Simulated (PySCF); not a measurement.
# Orbital energies and ionisation energy

Species: C₇H₁₀Cl₂.
Z-matrix (Å and degrees, PBE0-D3(BJ)/def2-SVP geometry), rows numbered from 1:
```
Cl
C   1  1.8032
C   2  1.4848  1  112.16
Cl  3  1.7419  2  114.69  1   -83.34
C   3  1.3395  2  124.95  1    93.68
C   5  1.5056  3  125.79  2  -178.42
C   6  1.5305  5  104.35  3  -171.27
C   7  1.5277  6  103.47  5   -31.16
C   5  1.5127  3  124.78  2    -0.76
H   2  1.0969  1  106.61  3   121.46
H   2  1.0973  1  106.64  3  -122.01
H   6  1.1057  5  108.76  3    70.31
H   6  1.1007  5  112.23  3   -46.71
H   7  1.0998  6  113.14  5  -154.41
H   7  1.1035  6  109.80  5    85.86
H   8  1.1032  7  109.69  6   -76.78
H   8  1.0999  7  113.70  6   163.07
H   9  1.1003  5  112.50  3   -41.16
H   9  1.1057  5  109.83  3    78.21
```

Level: B3LYP/def2-SVPD (PySCF). Frontier orbitals with their largest atomic shares (Löwdin; up to four atoms above 4 %):

```
orbital  ε (eV)                           main atoms
 HOMO−3   -8.67           Cl4 67 %, Cl1 13 %, C3 5 %
 HOMO−2   -8.28   Cl1 71 %, C2 11 %, Cl4 7 %, C3 4 %
 HOMO−1   -8.22  Cl1 72 %, C2 11 %, Cl4 8 %, H10 4 %
   HOMO   -6.76                                    ?
   LUMO   -1.01  C5 24 %, Cl1 20 %, C3 17 %, C2 11 %
 LUMO+1    0.14    Cl4 10 %, C9 9 %, Cl1 7 %, C7 7 %
 LUMO+2    0.51  Cl4 44 %, C3 15 %, Cl1 10 %, C2 8 %
```

**Question.** What vertical ionisation energy does ΔSCF give, and how far is −ε(HOMO) from it?

**Answer.** ΔSCF: 8.73 eV (842 kJ/mol; threshold wavelength 142 nm); ⟨S²⟩ of the doublet left behind is 0.752, against 0.75 for a pure doublet. −ε(HOMO) is 6.76 eV, 1.97 eV below it. For the exact functional −ε(HOMO) would equal the first vertical ionisation energy; B3LYP (global hybrid, 20 % exact exchange) falls short of its own ΔSCF value by 23 %. Holes in the HOMO−1 and HOMO−2 were tried too where these lie within 1.2 eV of the HOMO; the lowest converged state counts.

**Question.** On which atoms does the HOMO lie?

**Answer.** C3 (vinylic C–Cl carbon) 28 %, C5 (fully substituted alkene carbon) 24 %, Cl4 (vinyl chlorine) 23 %, Cl1 (alkyl chlorine) 6 %, so no atom holds as much as 40 %. The HOMO−1 lies 1.46 eV lower.

**Question.** With α = 112.7 au, estimate the like-pair dispersion coefficient by London's formula C6 = (3/4)α²I.

**Answer.** I = 0.3207 Eh, so C6 ≈ 3050 au, a rough estimate.

**Question.** What total energies stand behind the ΔSCF value?

**Answer.** E(N) = -1192.72881 Eh and E(N − 1) = -1192.40812 Eh at the same geometry, 0.32069 Eh apart.

**Question.** How many of the 10 lowest singlet excitations (vertical TDDFT, same level) lie below the ionisation energy?

**Answer.** All 10; they run from 5.43 to 7.20 eV.

One conformer (not necessarily the lowest) at the PBE0-D3(BJ)/def2-SVP geometry, without solvent, vibrations or thermal averaging.
